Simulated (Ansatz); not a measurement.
`[AlH2][NH][SiH2]Br` + H₂ → `[AlH2][NH][SiH3]` + HBr at 700 K and 1 bar (hydrogenolysis of the Si–Br bond).

Isolated molecules relaxed with PBE0-D4/def2-TZVP in Ansatz; ΔE leaves out vibrations. CBS: MP2 limit from def2 TZ/QZ plus the TZ coupled-cluster correction, frozen cores. This one scheme is used for every species. For Br outer-core shells are correlated without core-valence functions, which leaves a few kJ/mol of doubt a bond. Scalar relativity is left out up to krypton. Each species was taken in one conformer, which may not be the lowest.

```json
{"species": "`[AlH2][NH][SiH2]Br`", "CCSD(T)/CBS energy (Eh)": "-3162.22405", "H − E (kJ/mol)": "203.3", "S (J/(mol·K))": "472.3"}
{"species": "H₂", "CCSD(T)/CBS energy (Eh)": "-1.17544", "H − E (kJ/mol)": "46.8", "S (J/(mol·K))": "155.3"}
{"species": "`[AlH2][NH][SiH3]`", "CCSD(T)/CBS energy (Eh)": "-589.44550", "H − E (kJ/mol)": "212.2", "S (J/(mol·K))": "417.7"}
{"species": "HBr", "CCSD(T)/CBS energy (Eh)": "-2573.91920", "H − E (kJ/mol)": "36.5", "S (J/(mol·K))": "223.7"}
```

H − E and S are ideal-gas, rigid-rotor, harmonic terms from PBE0-D4/def2-TZVP, for one conformer and one mirror image of each species. The MP2-based limit puts H₂ 0.8 mEh under its directly extrapolated value; such offsets cancel only in part. 1 Eh = 2625.50 kJ/mol, R = 8.31446 J/(mol·K).

Question: By hand: ΔE, ΔH, ΔS and ΔG.

Answer: ΔE = (-589.44550) + (-2573.91920) − (-3162.22405) − (-1.17544) = 0.03479 Eh = 91.3 kJ/mol. Δ(H − E) = 212.2 + 36.5 − 203.3 − 46.8 = -1.4, so ΔH = 89.9 kJ/mol. ΔS = 417.7 + 223.7 − 472.3 − 155.3 = 13.8 J/(mol·K). ΔG = 89.9 − 700 × (13.8)/1000 = 80.2 kJ/mol.

Question: By hand: the equilibrium constant, and the temperature at which ΔG would vanish if ΔH and ΔS stayed fixed.

Answer: log₁₀ K = −ΔG/(RT ln 10) = -6.0. ΔG = 0 at ΔH/ΔS = 6514 K, far beyond where these terms or the molecules hold.

The number of gas molecules stays the same, so ΔS is small and ΔH decides. A doubt of 5 kJ/mol in ΔE shifts log₁₀ K by 0.4 here. Other conformers and mirror images would add mixing entropy, several J/(mol·K) or more a flexible species. Modes under 60 cm⁻¹, often nearly free rotors, make the harmonic entropy too high. These are equilibria of isolated gas molecules and say nothing of rates. Largest T1 diagnostic: 0.011 (customary marks: 0.02 for closed shells, 0.045 for open ones).
